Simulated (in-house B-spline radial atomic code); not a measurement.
# Ionising the chlorine ion Cl⁶⁺ with different functionals

Computed with a B-spline radial code for spherical atoms: four-component Dirac-Coulomb Hamiltonian, Fermi nucleus of rms radius 3.3654 fm, spin-restricted, spherical fractional occupations for the functionals. The ionisation energy is the difference of two self-consistent energies, [Ne] 3s1 → [He] 2s2 2p6, without Breit or QED terms; ε is the level of the shell that loses the electron (mean over j).

Hybrids are left out here: with spherical fractional occupations of an open shell their exact exchange keeps a self-interaction that integer-occupation calculations don't have.

| method | rung | ΔSCF (eV) | -ε(3s) (eV) |
| --- | --- | --- | --- |
| LDA VWN5 | LDA | 114.06 | 106.11 |
| relativistic LDA | LDA | 114.01 | 106.06 |
| LDA PW92 | LDA | 114.05 | 106.10 |
| LDA exchange-only | LDA | 112.62 | 104.58 |
| PBE | GGA | 114.30 | 105.90 |
| PBEsol | GGA | 113.74 | 105.66 |
| BLYP | GGA | 114.68 | 106.12 |
| RPBE | GGA | 114.29 | 105.60 |
| PW91 | GGA | 114.39 | 105.98 |
| BP86 | GGA | 113.73 | 105.98 |
| AM05 | GGA | ? | ? |
| OLYP | GGA | ? | ? |

Problem. What does OLYP give?

Solution. ΔSCF 114.34 eV, and -ε(3s) = 105.22 eV.

Problem. What does AM05 give?

Solution. ΔSCF 113.50 eV, and -ε(3s) = 105.58 eV.

Problem. How do they compare with the NIST value?

Solution. NIST lists 114.201 eV (measured, ground level to ground level). Errors run from -1.58 to +0.48 eV; RPBE is closest (+0.09 eV), but part of that can be cancellation, since the calculations leave out Breit-QED terms, spin polarisation.
